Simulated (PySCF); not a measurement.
C3H6F2Si. Atoms are numbered in the order given.

```xyz
12

C     -0.7077     2.6485     0.0000
C     -0.7254     1.1521     0.0000
C      0.3537     0.3617     0.0000
F      1.6049     0.9031     0.0000
Si     0.3473    -1.5101     0.0000
F     -1.2211    -1.9585     0.0000
H     -1.2338     3.0459    -0.8847
H      0.3195     3.0372     0.0000
H     -1.2338     3.0459     0.8847
H     -1.6930     0.6399     0.0000
H      1.0004    -2.0513     1.2195
H      1.0004    -2.0513    -1.2195
```
Charge 0, spin multiplicity 1.

Geometry optimised at B3LYP-D3(BJ)/def2-SVP. The structure was generated by enumeration; whether it is a known compound was not checked. The values are those of a single conformer.

These are TDA-LC-ωPBE/def2-SVPD (PySCF 2.14.0) values and carry that method's errors.

Vertical excitations. Isolated molecule, no solvent. State labels are in the subgroup Cs.

Computed lowest excited states:
```
state  symmetry  energy (eV)  λ (nm)      f                                                            main pairs
-----  --------  -----------  ------  -----  --------------------------------------------------------------------
S1           A"         6.97     178  0.001                                                      HOMO→LUMO+1 76 %
S2           A'         7.47     166  0.712                                                        HOMO→LUMO 90 %
S3           A"         7.71     161  0.003                                                      HOMO→LUMO+2 66 %
S4           A"         7.79     159  0.006                                                      HOMO−1→LUMO 88 %
S5           A'         8.40     148  0.082                                                    HOMO−1→LUMO+1 83 %
S6           A"         8.52     145  0.007                                                    HOMO−2→LUMO+1 82 %
S7           A"         8.93     139  0.009  HOMO→LUMO+3 45 %, HOMO→LUMO+5 28 %, HOMO→LUMO+4 9 %, HOMO−3→LUMO 7 %
S8           A"         9.04     137  0.003                                    HOMO→LUMO+4 46 %, HOMO−3→LUMO 28 %
S9           A"         9.14     136  0.001                  HOMO−3→LUMO 50 %, HOMO→LUMO+4 17 %, HOMO→LUMO+5 10 %
S10          A"         9.45     131  0.000                                    HOMO→LUMO+5 44 %, HOMO→LUMO+3 33 %
T1           A'         4.00     310      0                                                        HOMO→LUMO 90 %
T2           A"         6.67     186      0                                    HOMO→LUMO+1 66 %, HOMO→LUMO+2 12 %
T3           A"         7.05     176      0                                                      HOMO−1→LUMO 93 %
T4           A"         7.45     166      0                HOMO→LUMO+2 52 %, HOMO−2→LUMO+1 16 %, HOMO→LUMO+1 10 %
```
Triplets are in the Tamm–Dancoff approximation.
